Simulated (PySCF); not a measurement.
Checking a proposed structure

A compound C4H7B gives the data below (simulated from a calculation) and was assigned the structure `CBC#CC`.

¹³C{¹H} NMR (computed): δ 141.3 (C), 114.6 (CH2), 28.2 (CH), 19.1 (CH2).

¹H NMR (400 MHz, computed): δ 6.57 (br, 2H), 5.93 (dt, J = 3.5, 2.5 Hz, 1H), 5.65 (m, 1H), 2.31 (m, 1H), 1.87 (m, 1H), 1.78 (m, 1H).

No relativistic terms, a single conformation, in vacuum, equivalent nuclei averaged. NMR shieldings at PBE0/pcSseg-1/GIAO; J: B3LYP/pcJ-1 (spin–dipole term only in couplings to heteroatoms); PBE0-D3(BJ)/def2-SVP structure; PySCF 2.14.0 with density-fitted response routines.

Scale: TMS for ¹H, ¹³C (reference shieldings calculated alike).

Q: Compare with the shifts computed for the proposed structure, pairing carbons in order of shift.

A: Structure with atom numbers: `[CH3:1][BH:2][C:3]#[C:4][CH3:5]`. Hydrogens are named by the atom that carries them.

```csv
atom,computed for proposal,given list,difference
C4,144.1,141.3,+2.8
C3,99.4,114.6,-15.2
C1,16.6,28.2,-11.6
C5,7.6,19.1,-11.5
```

The rms difference is 11.2 ppm and the largest -15.2 ppm at C3 (alkyne carbon). The carbon types in order of shift don't match either: C, C, CH3, CH3 for the proposal against C, CH2, CH, CH2 in the data. The proposal doesn't fit.

Q: Which isomer fits?

A: SMILES C1[C@@H](B)C1=C.

- δC 141.3: fully substituted alkene carbon; as expected for a trigonal carbon in a double bond.
- δC 114.6: terminal =CH2 carbon; the olefinic region.
- δC 28.2, 19.1: three-membered-ring carbon; carbons of three-membered rings are unusually shielded.
- δH 5.93, 5.65: hydrogen on a terminal =CH2 carbon; a vinylic proton, deshielded by the sp2 carbon and the C=C anisotropy.

Other isomers checked: B[C@H]1C=CC1 (rms 23.1 ppm).

The shifts were computed for this structure.

Hydrogens on boron are broadened and split by ¹¹B (spin 3/2, 80 %) and 10B (spin 3). A carbon bonded to boron is broadened by the quadrupolar boron nucleus and is often missing from a measured spectrum. Splittings below 1 Hz are ignored in the labels, and close J values are merged. Unscaled 3J(H,H) at this level run about 10 % above measured values. Shifts are as computed. Against solution values, carbons near 30 ppm lie about +2 ppm off and those near 130 ppm about +5 ppm. Of 1211 compounds with measured shifts, 218 miss one by over three times the rms of a fit or turn the order of signals round; such compounds aren't used in these exercises. Only one conformer was computed, so three-bond couplings in flexible chains and rings are approximate.
